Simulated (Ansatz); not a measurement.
Input for Ansatz (a quantum-chemistry and plane-wave program): U-r2SCAN/cc-pVTZ on BFH2Se (SMILES FB[SeH]), a point of a bond scan (R = 1.589 Å).

Ansatz 0.2 input:
```yaml
crystal:
  periodic: [false, false, false]
  atoms:
    - {symbol: B, position_ang: [-0.50635411, -0.90180536, 0.69980998]}
    - {symbol: F, position_ang: [0.62877588, -1.74149875, 1.42962972]}
    - {symbol: H, position_ang: [-1.64886171, -1.18176115, 0.86909359]}
    - {symbol: Se, position_ang: [0.04580074, 0.56405598, -0.45090094]}
    - {symbol: H, position_ang: [-1.33288088, 0.92683336, -0.80944951]}
basis:
  gaussian:
    orbitals: cc-pVTZ
hamiltonian:
  xc: {name: r2SCAN}
magnetization: {spin_polarized: true, initial_magnetization: 0}
```

Output:

```
WARN ansatz: RAYON_NUM_THREADS=1 ignored (pool sized by the plan → 1); use --threads N
Functional definition: r2SCAN
integrals: 0.05 GiB planned
858 factors; their error is unknown
mean field: 0.50 GiB planned
mean field evaluation 1: about -68775.2134 eV, gradient 2.2e1 eV
mean field evaluation 2: about -68769.3968 eV, gradient 4.8e1 eV
mean field evaluation 4: about -68776.9189 eV, gradient 3.4e0 eV
mean field evaluation 8: about -68776.9642 eV, gradient 2.0e-1 eV
mean field evaluation 16: about -68776.9643 eV, gradient 2.6e-5 eV
mean field -68776.96430270 eV, -2527.5068194235 hartree, gradient 2.6e-5 eV, S^2 0.000000; 0 other end points of the search recorded, 0 dependent functions left out
reference -68776.96431369 eV, -2527.5068198272 hartree; 25, 25 occupied and 106, 106 virtual orbitals, 858 factors
Total energy: -68776.96431369 eV, -2527.5068198272 hartree
```

The calculation finished and met its thresholds.

Cost: about 8 core-seconds (a rough figure).
